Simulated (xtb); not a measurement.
xtb input (GFN2-xTB):

```bash
xtb mol.xyz --gfn 2 --sp --chrg 1 --uhf 0
```
mol.xyz:
```
2

N     -0.00000000    -0.00000000    -1.03778016
S      0.00000000     0.00000000     0.45402882
```

Output:

```
           -------------------------------------------------
          |                Calculation Setup                |
           -------------------------------------------------

           -------------------------------------------------
          |                 G F N 2 - x T B                 |
           -------------------------------------------------

        Reference                      10.1021/acs.jctc.8b01176
      * Hamiltonian:
        H0-scaling (s, p, d)           1.850000    2.230000    2.230000
        zeta-weighting                 0.500000
      * Dispersion:
        s8                             2.700000
        a1                             0.520000
        a2                             5.000000
        s9                             5.000000
      * Repulsion:
        kExp                           1.500000    1.000000
        rExp                           1.000000
      * Coulomb:
        alpha                          2.000000
        third order                    shell-resolved
        anisotropic                    true
        a3                             3.000000
        a5                             4.000000
        cn-shift                       1.200000
        cn-exp                         4.000000
        max-rad                        5.000000

          ...................................................
          :                      SETUP                      :
          :.................................................:
          :  # basis functions                  14          :
          :  # atomic orbitals                  13          :
          :  # shells                            5          :
          :  # electrons                        10          :
          :  max. iterations                   250          :
          :  Hamiltonian                  GFN2-xTB          :
          :  restarted?                      false          :
          :  GBSA solvation                  false          :
          :  PC potential                    false          :
          :  electronic temp.          300.0000000     K    :
          :  accuracy                    1.0000000          :
          :  -> integral cutoff          0.2500000E+02      :
          :  -> integral neglect         0.1000000E-07      :
          :  -> SCF convergence          0.1000000E-05 Eh   :
          :  -> wf. convergence          0.1000000E-03 e    :
          :  Broyden damping             0.4000000          :
          :  net charge                          1          :
          :  unpaired electrons                  0          :
          ...................................................

 iter      E             dE          RMSdq      gap      omega  full diag
   1     -5.5510065 -0.555101E+01  0.169E+01    4.24       0.0  T
   2     -5.5618767 -0.108703E-01  0.868E+00    3.05       1.0  T
   3     -5.5970918 -0.352151E-01  0.638E+00    3.38       1.0  T
   4     -5.6112647 -0.141729E-01  0.905E-01    2.89       1.0  T
   5     -5.6113301 -0.653910E-04  0.182E-01    2.86       1.0  T
   6     -5.6113318 -0.164734E-05  0.905E-02    2.87       1.0  T
   7     -5.6113329 -0.107047E-05  0.113E-02    2.88       6.2  T
   8     -5.6113329 -0.190562E-09  0.447E-03    2.88      15.8  T
   9     -5.6113329 -0.136549E-08  0.119E-04    2.88     596.5  T
  10     -5.6113329 -0.173461E-11  0.640E-05    2.88    1104.3  T

   *** convergence criteria satisfied after 10 iterations ***

         #    Occupation            Energy/Eh            Energy/eV
      -------------------------------------------------------------
         1        2.0000           -1.0665573             -29.0225
         2        2.0000           -0.8637710             -23.5044
         3        2.0000           -0.7694473             -20.9377
         4        2.0000           -0.7694473             -20.9377
         5        2.0000           -0.7326687             -19.9369 (HOMO)
         6                         -0.6269818             -17.0610 (LUMO)
         7                         -0.6269818             -17.0610
         8                         -0.4150912             -11.2952
         9                         -0.3229455              -8.7878
        10                         -0.3229455              -8.7878
       ...                                ...                  ...
        13                          0.4979105              13.5488
      -------------------------------------------------------------
                  HL-Gap            0.1056870 Eh            2.8759 eV
             Fermi-level           -0.6798253 Eh          -18.4990 eV

 SCC (total)                   0 d,  0 h,  0 min,  0.002 sec
 SCC setup                      ...        0 min,  0.000 sec (  4.539%)
 Dispersion                     ...        0 min,  0.000 sec (  2.404%)
 classical contributions        ...        0 min,  0.000 sec (  1.072%)
 integral evaluation            ...        0 min,  0.000 sec ( 13.066%)
 iterations                     ...        0 min,  0.001 sec ( 60.441%)
 molecular gradient             ...        0 min,  0.000 sec ( 11.708%)
 printout                       ...        0 min,  0.000 sec (  6.268%)

         :::::::::::::::::::::::::::::::::::::::::::::::::::::
         ::                     SUMMARY                     ::
         :::::::::::::::::::::::::::::::::::::::::::::::::::::
         :: total energy              -5.579223368221 Eh    ::
         :: gradient norm              0.174515846890 Eh/a0 ::
         :: HOMO-LUMO gap              2.875888346852 eV    ::
         ::.................................................::
         :: SCC energy                -5.611332852660 Eh    ::
         :: -> isotropic ES            0.148446980596 Eh    ::
         :: -> anisotropic ES         -0.003014232107 Eh    ::
         :: -> anisotropic XC          0.014953601500 Eh    ::
         :: -> dispersion             -0.000439354524 Eh    ::
         :: repulsion energy           0.032109484439 Eh    ::
         :: add. restraining           0.000000000000 Eh    ::
         :: total charge               1.000000000000 e     ::
         :::::::::::::::::::::::::::::::::::::::::::::::::::::

           -------------------------------------------------
          |                Property Printout                |
           -------------------------------------------------

    * Orbital Energies and Occupations

         #    Occupation            Energy/Eh            Energy/eV
      -------------------------------------------------------------
         1        2.0000           -1.0665573             -29.0225
         2        2.0000           -0.8637710             -23.5044
         3        2.0000           -0.7694473             -20.9377
         4        2.0000           -0.7694473             -20.9377
         5        2.0000           -0.7326687             -19.9369 (HOMO)
         6                         -0.6269818             -17.0610 (LUMO)
         7                         -0.6269818             -17.0610
         8                         -0.4150912             -11.2952
         9                         -0.3229455              -8.7878
        10                         -0.3229455              -8.7878
        11                         -0.2110021              -5.7417
        12                         -0.2110021              -5.7417
        13                          0.4979105              13.5488
      -------------------------------------------------------------
                  HL-Gap            0.1056870 Eh            2.8759 eV
             Fermi-level           -0.6798253 Eh          -18.4990 eV

     #   Z          covCN         q      C6AA      α(0)
     1   7 N        0.915    -0.065    22.491     6.857
Note: The following floating-point exceptions are signalling: IEEE_DENORMAL
normal termination of xtb
     2  16 S        0.915     1.065   103.288    17.190

 Mol. C6AA /au·bohr⁶  :        220.789049
 Mol. C8AA /au·bohr⁸  :       8679.861370
 Mol. α(0) /au        :         24.047084

Wiberg/Mayer (AO) data.
largest (>0.10) Wiberg bond orders for each atom

 ---------------------------------------------------------------------------
     #   Z sym  total        # sym  WBO       # sym  WBO       # sym  WBO
 ---------------------------------------------------------------------------
     1   7 N    3.070 --     2 S    3.070
     2  16 S    3.070 --     1 N    3.070
 ---------------------------------------------------------------------------

Topologies differ in total number of bonds
Writing topology from bond orders to xtbtopo.mol

molecular dipole:
                 x           y           z       tot (Debye)
 q only:        0.000       0.000       1.042
   full:       -0.000      -0.000       1.500       3.811
molecular quadrupole (traceless):
                xx          xy          yy          xz          yz          zz
 q only:       -0.267       0.000      -0.267       0.000       0.000       0.533
  q+dip:       -0.477       0.000      -0.477       0.000      -0.000       0.953
   full:        0.277       0.000       0.277       0.000      -0.000      -0.554

           -------------------------------------------------
          | TOTAL ENERGY               -5.579223368221 Eh   |
          | GRADIENT NORM               0.174515846890 Eh/α |
          | HOMO-LUMO GAP               2.875888346852 eV   |
           -------------------------------------------------

------------------------------------------------------------------------
------------------------------------------------------------------------
 total:
 SCF:
```

This state (charge 1, singlet) is run at the relaxed geometry of the species with charge 0 and multiplicity 2.
